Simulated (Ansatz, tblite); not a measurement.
Isomers of Mo₅Se₁₀ (singlet), found by a short tight-binding search and relaxed with PBE-D4/def2-SVP, loosely relaxed in Ansatz.

In the def2 sets Mo takes a core potential; there is no spin–orbit coupling. The xTB rows come from tblite. Correlated methods freeze 90 core orbitals; core or outer-core shells of Mo, Se are correlated, in sets that lack core-valence functions. Single mean-field runs in def2-SVP, def2-TZVP are fitted with def2-universal-jkfit.

Run but left out: HF/def2-SVP, MP2/def2-SVP (A: restricted singlet, unstable towards broken spin symmetry).

A: The geometry of the charge 0 singlet is only loosely relaxed. This restricted singlet of an open-shell metal (gap down to 0.47 eV) wasn't tested against broken symmetry. The restricted singlet is unstable towards broken spin symmetry in Hartree–Fock (as tested in another run); at PBE-D4/def2-TZVP, revPBE-D4/def2-SVP, r2SCAN-D4/def2-SVP, PBE0-D4/def2-SVP and others this wasn't settled. B: The restricted singlet is unstable towards broken spin symmetry in Hartree–Fock (as tested in another run); at PBE-D4/def2-SVP, PBE-D4/def2-TZVP, revPBE-D4/def2-SVP, r2SCAN-D4/def2-SVP and others this wasn't settled.

Other spin states weren't relaxed.

A:

```
atom    x (Å)    y (Å)    z (Å)
 Mo1  -1.3763  -1.6345  -0.9158
 Mo2   1.9213   1.5301   1.0624
 Mo3   0.5741  -0.5665   1.2678
 Mo4  -0.6656   1.4944   0.0731
 Mo5   1.1876   0.1941  -1.2024
 Se6   3.3158   1.3842  -0.9277
 Se7  -1.3636   0.4963   2.4930
 Se8  -2.7533   0.3068  -0.6652
 Se9  -0.3224  -0.9516  -2.9970
Se10   2.4884  -0.0814   2.7717
Se11  -1.6105  -1.8336   1.8053
Se12   1.1154  -2.3010  -0.4307
Se13  -2.7130  -3.3946  -1.3735
Se14   0.3697   3.3863   1.3376
Se15  -0.1676   1.9710  -2.2985
```

B:

```xyz
15

Mo    0.529   -0.660   -1.949
Mo   -0.514   -1.512    0.886
Mo    1.606   -0.905    1.583
Mo   -1.077    1.619   -1.988
Mo    0.429    1.010    0.266
Se   -1.044   -2.319   -1.495
Se    0.606   -0.892    4.049
Se    2.574   -0.098   -0.700
Se    0.026    0.566   -3.936
Se    0.646    3.080   -1.119
Se    1.642    1.515    2.348
Se    1.100   -3.311    1.606
Se   -1.511   -1.258    3.132
Se   -2.983    2.576   -2.801
Se   -2.031    0.589    0.117
```

Estimate which lies lowest at each level, and how far above it the others are (kcal/mol).


```csv
level,A,B
GFN1-xTB,0.0,26.6
GFN2-xTB,0.0,22.7
PBE-D4/def2-SVP,0.0,43.5
PBE-D4/def2-TZVP,0.0,42.7
revPBE-D4/def2-SVP,0.0,44.5
r2SCAN-D4/def2-SVP,0.0,43.4
PBE0-D4/def2-SVP,0.0,49.2
PBE0-D4/def2-TZVP,0.0,48.4
RPA@PBE/def2-SVP,0.0,45.9
```
Point groups (tolerance 0.1 Å): A not assigned, B not assigned. Lower isomers may exist.
